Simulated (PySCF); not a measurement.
# Peak assignment

Geometry:
```
atom   x (Å)   y (Å)   z (Å)
  C1  -0.837  -1.168  -0.238
  C2   0.583  -1.253   0.308
  C3   1.467  -0.109  -0.187
  C4   0.758   1.227  -0.217
  O5  -0.126   1.435  -1.307
  C6  -0.696   1.330  -0.020
  C7  -1.527   0.104   0.245
  H8  -1.421  -2.048   0.073
  H9  -0.814  -1.171  -1.340
 H10   0.536  -1.226   1.412
 H11   1.042  -2.219   0.044
 H12   1.819  -0.313  -1.212
 H13   2.369  -0.027   0.440
 H14   1.373   2.106   0.022
 H15  -1.099   2.274   0.376
 H16  -2.512   0.224  -0.237
 H17  -1.715   0.045   1.332
```

Computational details: geometry: PBE0-D3(BJ)/def2-SVP, J couplings at B3LYP/pcJ-1 (without the spin–dipole term), GIAO PBE0/pcSseg-1 shieldings, in PySCF (relativity neglected, rapidly exchanging positions averaged, one conformer, no solvent).

δ = σ(ref) − σ, references computed at the same level: 13C (184.41 ppm) and 1H (31.27 ppm) against TMS.

Q: Assign these signals to the numbered atoms. 13C{1H} NMR (computed): δ 49.8 (CH), 27.4 (CH2), 21.7 (CH2).

A: 
| δ (ppm) | atoms | environment | reason |
| --- | --- | --- | --- |
| 49.8 | C4/C6 | epoxide ring carbon | the inductive effect lowers its shielding |
| 27.4 | C3/C7 | sp3 CH2 in a ring | aliphatic region, no heteroatom directly attached |
| 21.7 | C1/C2 | sp3 CH2 in a ring | – |

Q: Assign these signals to the numbered atoms. 1H NMR (400 MHz, computed): δ 2.66 (m, 2H), 1.86 (m, 2H), 1.50 (m, 2H), 1.35 (m, 2H), 1.00 (m, 2H).

A: 
| δ (ppm) | atoms | environment | reason |
| --- | --- | --- | --- |
| 2.66 | H14/H15 | hydrogen on an epoxide ring carbon | its carbon carries O, hence the downfield position |
| 1.86 | H12/H16 | hydrogen on an sp3 CH2 in a ring | – |
| 1.50 | H13/H17 | hydrogen on an sp3 CH2 in a ring | – |
| 1.35 | H9/H11 | hydrogen on an sp3 CH2 in a ring | far from electronegative atoms and π systems |
| 1.00 | H8/H10 | hydrogen on an sp3 CH2 in a ring | – |

Splittings below 1 Hz are ignored in the labels, and close J values are merged. Couplings among chemically equivalent protons are left out too, so labels in AA′BB′ or AA′XX′ sets are apparent multiplicities. Unscaled 3J(H,H) at this level run about 10 % above measured values. Shifts are as computed. Against solution values, carbons near 30 ppm lie about +2 ppm off and those near 130 ppm about +5 ppm. Of 1211 compounds with measured shifts, 218 miss one by over three times the rms of a fit or turn the order of signals round; such compounds aren't used in these exercises.
